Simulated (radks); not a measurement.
Values are calculated unless marked as measured or tabulated.
The chlorine anion Cl-, [Ar], held by a Watson sphere: a shell of charge +1 at radius R that stands for the Madelung well of a crystal (potential energy -1/R inside, -1/r outside, in hartree with lengths in bohr). Level of theory: scalar-relativistic Kohn-Sham, r2SCAN, spin-polarised, spherical densities, finite nucleus; meta-GGA in the generalised Kohn-Sham scheme; Fermi nuclear charge, rms radius of each element as measured or else 0.836 A^(1/3) + 0.57 fm (a radial shooting solver on a logarithmic mesh with Libxc functionals).

[
 {"R (bohr)": "1.95", "e(2p) (eV)": "-192.74", "e(3s) (eV)": "-21.962", "e(3p) (eV)": "-9.507", "<r> 3p (bohr)": "1.857", "sum of <r^2> (bohr^2)": "32.11", "X-ray form factor at sin(theta)/lambda = 0.1 1/angstrom": "15.949"},
 {"R (bohr)": "2.36", "e(2p) (eV)": "-192.51", "e(3s) (eV)": "-21.106", "e(3p) (eV)": "-8.841", "<r> 3p (bohr)": "1.904", "sum of <r^2> (bohr^2)": "33.65", "X-ray form factor at sin(theta)/lambda = 0.1 1/angstrom": "15.872"},
 {"R (bohr)": "2.91", "e(2p) (eV)": "-192.01", "e(3s) (eV)": "-20.079", "e(3p) (eV)": "-7.925", "<r> 3p (bohr)": "1.952", "sum of <r^2> (bohr^2)": "35.30", "X-ray form factor at sin(theta)/lambda = 0.1 1/angstrom": "15.796"},
 {"R (bohr)": "2.99", "e(2p) (eV)": "-191.92", "e(3s) (eV)": "-19.942", "e(3p) (eV)": "-7.796", "<r> 3p (bohr)": "1.957", "sum of <r^2> (bohr^2)": "35.50", "X-ray form factor at sin(theta)/lambda = 0.1 1/angstrom": "15.788"},
 {"R (bohr)": "3.96", "e(2p) (eV)": "-190.82", "e(3s) (eV)": "-18.514", "e(3p) (eV)": "-6.401", "<r> 3p (bohr)": "2.004", "sum of <r^2> (bohr^2)": "37.30", "X-ray form factor at sin(theta)/lambda = 0.1 1/angstrom": "15.719"},
 {"R (bohr)": "4.65", "e(2p) (eV)": "-190.11", "e(3s) (eV)": "-17.725", "e(3p) (eV)": "-5.610", "<r> 3p (bohr)": "2.021", "sum of <r^2> (bohr^2)": "38.04", "X-ray form factor at sin(theta)/lambda = 0.1 1/angstrom": "15.695"}
]
